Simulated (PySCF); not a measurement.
H5N2O2Ta, SMILES [NH2][Ta]([NH2])(=[O])[OH], multiplicity 1. The structure is a stationary point at PBE-D3(BJ)/def2-SVP. The spin state was assumed, not searched. The def2 effective core potentials stand for the cores of Ta; spin–orbit coupling is left out. One conformer was computed; it need not be the lowest.

Problem. Give the equilibrium geometry at PBE-D3(BJ)/def2-SVP (PySCF confirms it by a frequency run) as bond lengths and angles, and its point group. (Estimate from the structure and the level; the computed values follow.)

Solution. One answer among several that fit: point group Cs.
Atoms: Ta1 O2 O3 H4 N5 H6 H7 N8 H9 H10. Bonds (Å): Ta1–O2 1.742, Ta1–O3 1.938, Ta1–N5 2.001, Ta1–N8 2.001, O3–H4 0.971, N5–H6 1.025, N5–H7 1.026, N8–H9 1.025, N8–H10 1.026. Bond angles (°): O2–Ta1–O3 114.7, O2–Ta1–N5 106.1, O2–Ta1–N8 106.1, O3–Ta1–N5 109.1, O3–Ta1–N8 109.1, N5–Ta1–N8 111.8, Ta1–O3–H4 132.3, Ta1–N5–H6 125.2, Ta1–N5–H7 125.4, H6–N5–H7 109.3, Ta1–N8–H9 125.2, Ta1–N8–H10 125.4, H9–N8–H10 109.3.
Charge 0, spin multiplicity 1.
